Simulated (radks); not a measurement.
Species: the nickel ion Ni4+. Configuration: [Ne] 3s1.75 3p6 3d6.25 (fractional occupations, a model configuration). All-electron calculation, scalar-relativistic Kohn-Sham, r2SCAN, spin-polarised, spherical densities, finite nucleus; open shells are filled with parallel spins first; meta-GGA in the generalised Kohn-Sham scheme; Fermi nuclear charge, rms radius 3.7757 fm. Program: a radial shooting solver on a logarithmic mesh with Libxc functionals.

Normalised radial functions P(r) = r R(r), r in bohr:

```
   r/bohr * 3s down, o 3p down (the largest magnitude, 1.3, reaches the edge; | marks zero, & curves that meet)
 0.002015                             o*
 0.002272                             o *
 0.002541                             o *
 0.002865                             o *
  0.00323                             o *
 0.003642                             o *
 0.004107                             o  *
  0.00463                             o  *
 0.005179                             o  *
 0.005839                             o   *
 0.006584                             o   *
 0.007423                             o   *
  0.00837                             o    *
 0.009437                             o    *
  0.01056                             |o    *
   0.0119                             |o    *
  0.01342                             |o     *
  0.01513                             |o     *
  0.01706                             |o     *
  0.01923                             | o     *
  0.02151                             | o     *
  0.02426                             | o     *
  0.02735                             |  o    *
  0.03083                             |  o    *
  0.03477                             |   o   *
  0.03889                             |    o *
  0.04384                             |    o*
  0.04943                             |    *o
  0.05574                             |   *  o
  0.06284                             | *      o
  0.07085                             *         o
  0.07925                           * |          o
  0.08936                        *    |           o
   0.1007                     *       |            o
   0.1136                   *         |            o
   0.1281                 *           |            o
   0.1444               *             |            o
   0.1615               *             |           o
   0.1821               *             |          o
   0.2053                *            |       o
   0.2315                   *         |    o
    0.261                       *     |o
    0.292                          o *|
   0.3292                     o       |    *
   0.3712                o            |          *
   0.4185            o                |                *
   0.4718        o                    |                     *
    0.532     o                       |                        *
    0.595    o                        |                          *
   0.6709   o                         |                          *
   0.7564     o                       |                        *
   0.8529       o                     |                     *
   0.9616          o                  |                  *
    1.084             o               |              *
    1.213                 o           |          *
    1.367                    o        |      *
    1.542                       o     |    *
    1.738                         o   |  *
     1.96                           o |*
     2.21                            o|*
    2.472                            o*
    2.787                             &
    3.142                             &
```

3s down: eigenvalue -173.04 eV, 2 radial nodes at r = 0.0703, 0.300 bohr, <r> = 0.731 bohr, 90 % of the charge inside 1.09 bohr. 3p down: eigenvalue -131.40 eV, 1 radial node at r = 0.271 bohr, <r> = 0.762 bohr, 90 % of the charge inside 1.17 bohr.
